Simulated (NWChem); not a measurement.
System: BeHBr; SMILES [Br][BeH]

```xyz
3

Be     0.0000     0.0000    -1.6531
H      0.0000     0.0000    -2.9766
Br     0.0000     0.0000     0.3069
```
Atoms are numbered in this order, from 1.

All runs use the structure optimised with B3LYP/6-31G* (spherical d).

Task: List the 6 lowest vertical singlet excitations and the 6 lowest triplet ones from LDA (Slater exchange, VWN5)/aug-cc-pVDZ, TDA (NWChem).

Result: 
```tsv
state	energy (eV)	oscillator strength	leading excitation (squared amplitude)
S1	6.19	0.000	HOMO−1 → LUMO+1 (0.49)
S2	6.28	0.000	HOMO−1 → LUMO+1 (0.50)
S3	6.28	0.000	HOMO−1 → LUMO (0.50)
S4	6.90	0.034	HOMO−2 → LUMO (0.90)
S5	6.90	0.034	HOMO−2 → LUMO+1 (0.90)
S6	7.26	0.134	HOMO−1 → LUMO+2 (0.49)
T1	5.83	spin-forbidden	HOMO−1 → LUMO (0.48)
T2	6.01	spin-forbidden	HOMO−2 → LUMO (0.98)
T3	6.01	spin-forbidden	HOMO−2 → LUMO+1 (0.98)
T4	6.02	spin-forbidden	HOMO−1 → LUMO (0.50)
T5	6.02	spin-forbidden	HOMO−1 → LUMO+1 (0.50)
T6	6.19	spin-forbidden	HOMO−1 → LUMO+1 (0.49)
```
